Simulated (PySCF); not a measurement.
# Deuteron quadrupole couplings in `C=C(C)[P@H+]1C=C[C@@H](C)C=C1`

Species: C₉H₁₄P (charge +1).
Numbering: `[CH2:1]=[C:2]([CH3:3])[P@H+:4]1[CH:5]=[CH:6][C@@H:7]([CH3:8])[CH:9]=[CH:10]1` (hydrogens: H11, H12 on C1; H13, H14, H15 on C3; H16 on P4; H17 on C5; H18 on C6; H19 on C7; H20, H21, H22 on C8; H23 on C9; H24 on C10)

Cartesian coordinates in Å at the GFN2-xTB level; atoms count from 1:
```xyz
24
C9H14P angstrom
C     -3.538   -0.472   -0.051
C     -2.306    0.018   -0.122
C     -1.932    1.446   -0.351
P     -0.891   -1.091    0.076
C      0.244   -1.022   -1.291
C      1.523   -0.690   -1.115
C      2.204   -0.331    0.162
C      2.806    1.085    0.038
C      1.384   -0.408    1.405
C      0.089   -0.706    1.510
H     -3.735   -1.519    0.113
H     -4.400    0.166   -0.158
H     -1.421    1.555   -1.309
H     -2.815    2.080   -0.356
H     -1.254    1.793    0.430
H     -1.413   -2.368    0.195
H     -0.156   -1.252   -2.270
H      2.170   -0.651   -1.984
H      3.050   -1.021    0.285
H      2.016    1.822   -0.089
H      3.373    1.332    0.931
H      3.474    1.139   -0.817
H      1.933   -0.172    2.309
H     -0.418   -0.714    2.466
```

Level: PBE0/pcSseg-1 (PySCF, non-relativistic); Q(2H) = 0.00286 b; rigid geometry, the same for H and D, with no vibrational averaging.

Question: Rank these positions by the coupling χzz of a deuteron there, largest first.
A. H15 (methyl hydrogen)
B. H12 (vinylic hydrogen)
C. H23 (vinylic hydrogen)
D. H16 (P–H hydrogen)
E. H24 (vinylic hydrogen)
F. H19 (methine hydrogen)

Answer: B (219 kHz), E (214 kHz), C (208 kHz), A (203 kHz), F (189 kHz), D (130 kHz).

Tabulate Vzz, the asymmetry η and χzz = 234.96 MHz × Q × Vzz for every hydrogen position.

| atom | bonded to | bond length (Å) | Vzz (au) | η | χzz (kHz) |
| --- | --- | --- | --- | --- | --- |
| H11 | C1 | 1.079 | 0.3245 | 0.05 | 218 |
| H12 | C1 | 1.078 | 0.3256 | 0.03 | 219 |
| H13 | C3 | 1.091 | 0.3033 | 0.04 | 204 |
| H14 | C3 | 1.086 | 0.3109 | 0.04 | 209 |
| H15 | C3 | 1.091 | 0.3025 | 0.05 | 203 |
| H16 | P4 | 1.385 | 0.1938 | 0.00 | 130 |
| H17 | C5 | 1.082 | 0.3181 | 0.09 | 214 |
| H18 | C6 | 1.083 | 0.3096 | 0.04 | 208 |
| H19 | C7 | 1.099 | 0.2819 | 0.05 | 189 |
| H20 | C8 | 1.088 | 0.3096 | 0.04 | 208 |
| H21 | C8 | 1.086 | 0.3114 | 0.04 | 209 |
| H22 | C8 | 1.086 | 0.3115 | 0.04 | 209 |
| H23 | C9 | 1.083 | 0.3098 | 0.04 | 208 |
| H24 | C10 | 1.082 | 0.3179 | 0.09 | 214 |

Average by the element that carries the hydrogen.

on C: 209 kHz over 13 positions, mean bond length 1.086 Å; on P: 130 kHz over 1 position, mean bond length 1.385 Å.

How does χzz go with the bond length over the 13 C–H bonds?

A straight-line fit has a slope of -12.6 kHz for each 0.01 Å, with a correlation coefficient of -0.97, over lengths from 1.078 to 1.099 Å. The longer bonds have the smaller couplings here.

A static deuteron (I = 1) shows a doublet split by (3/2)χ, (3/4)χ(1 + η) and (3/4)χ(1 − η) with the field along z, y and x of the gradient. What are these for H14?

With |χ| = 208.9 kHz and η = 0.045: 313, 164 and 150 kHz, to first order and without motion.

Isolated species at its GFN2-xTB geometry (one conformer only). GFN2-xTB bond lengths can be off by several hundredths of an ångström, more for odd bonds, and the gradients follow them. With so small a basis the couplings can be 20 % off.
